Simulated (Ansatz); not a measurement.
Cost and result for the atomization energy of `O=CNC(F)[SiH3]` (12 atoms, 11 bonds).

Cartesian coordinates in Å:
```
O -1.322 2.000 -1.328
C -1.668 0.889 -1.022
N -0.852 -0.064 -0.479
C 0.542 0.125 -0.317
F 1.236 -0.433 -1.400
Si 1.211 -0.665 1.284
H -2.708 0.531 -1.131
H -1.247 -0.976 -0.314
H 0.720 1.203 -0.349
H 0.654 0.076 2.443
H 0.745 -2.077 1.324
H 2.691 -0.608 1.289
```

Charge 0, multiplicity 1. The structure was optimised at the PBE0-D4/def2-TZVP level. It is one conformer, not always the lowest. Program: Ansatz. All runs use 4 threads of an Arm Neoverse V2 on a shared host. Times are those of one run each, without the atoms' runs, and a repeat can differ threefold. Electronic energies, without spin–orbit coupling; frozen cores. CCSD(T)/CBS adds CCSD(T) − MP2 in def2-TZVPP to the MP2 limit, and its time is that of the two runs behind it. T1 = 0.015. B3LYP takes the VWN-RPA correlation (the form of Gaussian; ORCA's B3LYP/G).

CCSD(T)/CBS is a level of theory with its own doubt, some kJ/mol a heavy atom from the limit and from the frozen cores, so smaller differences don't rank the functionals.

```csv
level,functions,wall time
PBE-D4/def2-TZVPP (with forces),281,2.9 s
PBE0-D4/def2-TZVPP,281,3.6 s
r2SCAN-D4/def2-TZVPP (with forces),281,5.5 s
B3LYP-D4/def2-TZVPP (with forces),281,6 s
B2PLYP/def2-TZVPP,281,7 s
ωB97X-V/def2-TZVPP,281,9 s
ωB97M-V/def2-TZVPP (with forces),281,13 s
MP2/def2-QZVPP,535,28 s
CCSD(T)/def2-TZVPP,281,5.6 min
CCSD(T)/CBS(def2),–,6.1 min
```

What atomization energy does each give, and how far from CCSD(T)/CBS? (An estimate is asked.)

Computed: 
```csv
level,atomization (kJ/mol),difference from CCSD(T)/CBS,per bond
PBE-D4/def2-TZVPP (with forces),4629.9,145.8,13.3
PBE0-D4/def2-TZVPP,4501.0,16.9,1.5
r2SCAN-D4/def2-TZVPP (with forces),4502.3,18.2,1.7
B3LYP-D4/def2-TZVPP (with forces),4501.2,17.1,1.6
B2PLYP/def2-TZVPP,4446.5,-37.6,-3.4
ωB97X-V/def2-TZVPP,4519.9,35.8,3.2
ωB97M-V/def2-TZVPP (with forces),4510.6,26.5,2.4
MP2/def2-QZVPP,4527.2,43.1,3.9
CCSD(T)/def2-TZVPP,4351.8,-132.3,-12.0
CCSD(T)/CBS(def2),4484.1,0.0,0.0
```

From PBE to PBE0 (25 % exact exchange), in def2-TZVPP and without D4, the atomization energy moves by −125.1 kJ/mol: exact exchange takes away binding that semilocal exchange gives to molecules. The D4 term adds +38.0 kJ/mol with B3LYP and +20.0 kJ/mol with PBE0; it sums over pairs of atoms, weighted by their polarisabilities, and B3LYP, whose exchange is more repulsive, gets the larger term. In def2-TZVPP, CCSD(T) changes the Hartree–Fock value by +1245.0 kJ/mol (the triples alone add +81.8 kJ/mol) and MP2 by +1341.8 kJ/mol; breaking electron pairs costs correlation energy, which Hartree–Fock lacks.
